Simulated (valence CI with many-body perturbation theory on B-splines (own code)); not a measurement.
Level structure of Nd10+

Calculated by valence CI with perturbative core correlation (CI+MBPT): four valence electrons over a frozen Dirac-Fock core [Kr] 4d10, a basis of 8 s, 8 p, 9 d, 9 f, 6 g, 3 h, 2 i functions for each j, with the one-electron correlation potential Σ1, the two-electron term Σ2, the three-electron term Σ3, Breit, model QED; selected CI, second order for the rest, scaled by the run's own slope (own B-spline code, finite nucleus).

No measured levels were compared; by estimate terms of the open shell hold to a few per cent of their energy, and close levels can change places; configurations with another count of f electrons can be misplaced by thousands of cm⁻¹. Core correlation moves these levels by up to 55000 cm⁻¹, and in measured spectra 5 to 20 % of such shifts remained as error; rates that hang on mixing are uncertain with them. Among the levels kept, up to 280 cm⁻¹ of a level comes from second order outside the variational space, and about a tenth of that is noise between levels of different J, which matters for small intervals.

Levels 1 to 45 of 73, with energies above the lowest level, 4f5s²5p ³G_3. "Leading %" is the weight of the configuration and term that name the level; weights of strongly mixed levels are sums over their largest components and can fall short. In the jj column 3d3/2^4 stands for four electrons in 3d with j = 3/2. Lifetimes count E1, E2, E3, M1 and M2 decay at the calculated energies, and are blank where another channel may lead or the interval is too uncertain; long ones can be off by a factor of two.

```csv
No.,Configuration,Term,J,E (cm⁻¹),Leading %,Leading jj,g,Lifetime
1,4f5s²5p,³G,3,0.0,62,4f5/2 5s^2 5p1/2 (96 %),0.850,
2,4f²5s²,³H,4,1760,95,4f5/2^2 5s^2 (87 %),0.806,
3,4f5s²5p,³F,2,3701,58,4f5/2 5s^2 5p1/2 (86 %),0.801,19.6 s
4,4f²5s²,³H,5,4837,98,4f5/2 4f7/2 5s^2 (98 %),1.032,1.34 s
5,4f5s²5p,³F,3,5750,39,4f7/2 5s^2 5p1/2 (90 %),1.147,4.40 s
6,4f5s²5p,³G,4,7334,35,4f7/2 5s^2 5p1/2 (79 %),1.110,255 ms
7,4f²5s²,³H,6,7994,98,4f7/2^2 5s^2 (80 %),1.165,1.41 s
8,4f²5s²,³F,2,9402,89,4f5/2^2 5s^2 (62 %),0.685,20.9 s
9,4f²5s²,³F,3,11266,93,4f5/2 4f7/2 5s^2 (93 %),1.084,1.62 s
10,4f²5s²,³F,4,12229,54,4f5/2 4f7/2 5s^2 (68 %),1.153,272 ms
11,4f²5s²,¹G,4,15640,60,4f7/2^2 5s^2 (91 %),1.089,243 ms
12,4f²5s²,¹D,2,26000,87,4f5/2 4f7/2 5s^2 (38 %),1.032,186 ms
13,5s²5p²,³P,0,27379,43,5s^2 5p1/2^2 (51 %),,10.4 s
14,4f²5s²,¹I,6,32592,98,4f5/2 4f7/2 5s^2 (80 %),0.999,338 ms
15,4f²5s²,³P,1,33011,96,4f5/2 4f7/2 5s^2 (96 %),1.500,377 ms
16,4f²5s²,³P,2,34945,90,4f7/2^2 5s^2 (61 %),1.459,296 ms
17,4f²5s²,³P,0,36954,56,5s^2 5p1/2^2 (41 %),,255 ms
18,4f5s²5p,¹F,3,39286,34,4f5/2 5s^2 5p3/2 (91 %),0.943,1.71 ms
19,4f5s²5p,³F,4,43407,53,4f7/2 5s^2 5p3/2 (57 %),1.157,1.59 ms
20,4f5s²5p,³D,2,46192,43,4f5/2 5s^2 5p3/2 (92 %),0.960,1.48 ms
21,4f5s²5p,³D,3,48448,60,4f7/2 5s^2 5p3/2 (89 %),1.221,1.47 ms
22,4f5s²5p,³G,5,48841,98,4f7/2 5s^2 5p3/2 (98 %),1.200,1.53 ms
23,4f5s²5p,³D,1,51447,98,4f5/2 5s^2 5p3/2 (98 %),0.497,1.38 ms
24,4f5s²5p,¹G,4,54562,78,4f5/2 5s^2 5p3/2 (57 %),1.028,1.26 ms
25,4f5s²5p,¹D,2,56649,47,4f7/2 5s^2 5p3/2 (84 %),1.073,1.40 ms
26,5s²5p²,³P,1,67045,96,5s^2 5p1/2 5p3/2 (96 %),1.500,1.57 ms
27,4f²5s²,¹S,0,70726,90,4f7/2^2 5s^2 (58 %),,17.6 ms
28,5s²5p²,³P,2,79630,51,5s^2 5p1/2 5p3/2 (77 %),1.264,3.38 ms
29,5s²5p²,¹D,2,118140,52,5s^2 5p3/2^2 (90 %),1.219,573 μs
30,4f²5s5p,⁵I°,4,141400,63,4f5/2^2 5s 5p1/2 (84 %),0.702,14.7 ns
31,5s²5p²,¹S,0,141630,77,5s^2 5p3/2^2 (90 %),,251 μs
32,4f²5s5p,⁵I°,5,144970,50,4f5/2 4f7/2 5s 5p1/2 (72 %),1.000,13.4 ns
33,4f²5s5p,⁵G°,2,148190,73,4f5/2^2 5s 5p1/2 (60 %),0.446,16.5 ns
34,4f²5s5p,⁵H°,6,149010,46,4f7/2^2 5s 5p1/2 (50 %),1.173,13.0 ns
35,4f²5s5p,⁵H°,3,149120,60,4f5/2^2 5s 5p1/2 (63 %),0.651,4.20 ns
36,4f²5s5p,⁵G°,3,151120,49,4f5/2 4f7/2 5s 5p1/2 (79 %),0.958,8.55 ns
37,4f²5s5p,⁵H°,4,151170,43,4f5/2 4f7/2 5s 5p1/2 (50 %),0.939,2.99 ns
38,4f²5s5p,³H°,5,152780,27,4f5/2^2 5s 5p1/2 (41 %),1.086,2.53 ns
39,4f²5s5p,⁵G°,4,152910,30,4f5/2 4f7/2 5s 5p1/2 (75 %),1.218,14.6 ns
40,4f5s5p²,⁵G°,2,153690,60,4f5/2 5s 5p1/2^2 (67 %),0.551,2.27 ns
41,4f5s5p²,⁵G°,3,155310,34,4f5/2 5s 5p1/2^2 (52 %),1.148,2.24 ns
42,4f²5s5p,⁵G°,6,155610,37,4f5/2 4f7/2 5s 5p1/2 (52 %),1.199,2.95 ns
43,4f²5s5p,⁵H°,7,156080,53,4f7/2^2 5s 5p1/2 (64 %),1.229,4.08 ns
44,4f²5s5p,⁵F°,2,157910,30,4f5/2^2 5s 5p1/2 (46 %),1.058,2.61 ns
45,4f²5s5p,⁵F°,1,158170,54,4f5/2^2 5s 5p1/2 (53 %),0.336,2.21 ns
```

Names give the largest LS component (configuration and term), which can be under half, so a name can repeat, a term be missing and a line seem to break the LS rules; names also repeat where a configuration has a term twice.

Where two levels of one J and parity lie close, their mixing, g and order are uncertain.

The ionisation energy to 4f5s² ²F°5/2 of the next ion comes out as 166.38 eV (NIST: 168 ± 8 eV (theoretical)). All 73 levels together are meant to be complete up to 175840 cm⁻¹.
